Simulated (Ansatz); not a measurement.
Reaction (substitution at a C–C bond): `CC(Br)Br` + `O[SiH](O)Br` → `CO[SiH](O)Br` + `BrCBr`

Calculated with Ansatz (gas phase, PBE0-D4/def2-TZVP geometries, no zero-point term in ΔE). CBS: MP2 limit from def2 TZ/QZ plus the TZ coupled-cluster correction, frozen cores. DFT in def2-TZVPP. For Br outer-core shells are correlated without core-valence functions, which leaves a few kJ/mol of doubt a bond. Scalar relativity is left out up to krypton. One conformer a species, not always the lowest.

(1) Is it downhill or uphill in electronic energy at CCSD(T)/CBS, and by how much? (Estimate.)

(2) What do these levels give: ωB97M-V, B2PLYP, PBE, PBE0, MP2/def2-TZVPP, SCS-MP2/def2-QZVPP? (An estimate is asked.)

Largest T1 diagnostic among the species: 0.010.

## Answers

(1) Computed: Uphill: ΔE = +72.2 kJ/mol.

(2) Ansatz gave: ωB97M-V 66.9, B2PLYP 64.7, PBE 65.5, PBE0 66.6, MP2/def2-TZVPP 77.2, SCS-MP2/def2-QZVPP 71.2 kJ/mol.

In def2-TZVPP, CCSD(T) changes the Hartree–Fock value by +15.5 kJ/mol (the triples alone add +2.0 kJ/mol) and MP2 by +24.0 kJ/mol.
